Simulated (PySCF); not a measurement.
# Exercise with solution: chemical shift, span and skew from a shielding tensor

TiF4, SMILES [F][Ti]([F])([F])[F], multiplicity 1. Atoms are numbered in the order given.

```xyz
5

Ti     0.0000     0.0000     0.0000
F     -1.0016     1.0016    -1.0016
F      1.0016     1.0016     1.0016
F      1.0016    -1.0016    -1.0016
F     -1.0016    -1.0016     1.0016
```

Geometry optimised at B3LYP-D3(BJ)/def2-SVP. The spin state was assumed, not searched. The isomer is the one that the SMILES or the coordinates give; other isomers of the formula were not compared.

GIAO shieldings from PySCF with HF/pcSseg-1, non-relativistic, no solvent. The symmetric part of the tensor of F2 has the principal values -261.4, -261.4, 436.7 ppm. The same nucleus in CFCl3 has σ = 238.5 ppm at this level (PySCF, at its B3LYP-D3(BJ)/def2-TZVP geometry).

### Question
Work out the isotropic shielding, the ¹⁹F shift against CFCl3, the span and the skew.

### Answer

σ(iso) = (σ11 + σ22 + σ33)/3 = -28.7 ppm. δ = σ(ref) − σ(iso) = 238.5 − (-28.7) = 267.2 ppm.
Span Ω = σ33 − σ11 = 698.1 ppm. Skew κ = 3(σ(iso) − σ22)/Ω = 1.00, an axial tensor. Tumbling in solution averages the tensor to δ; in a static solid the shielding alone would spread this spin-1/2 line over Ω.
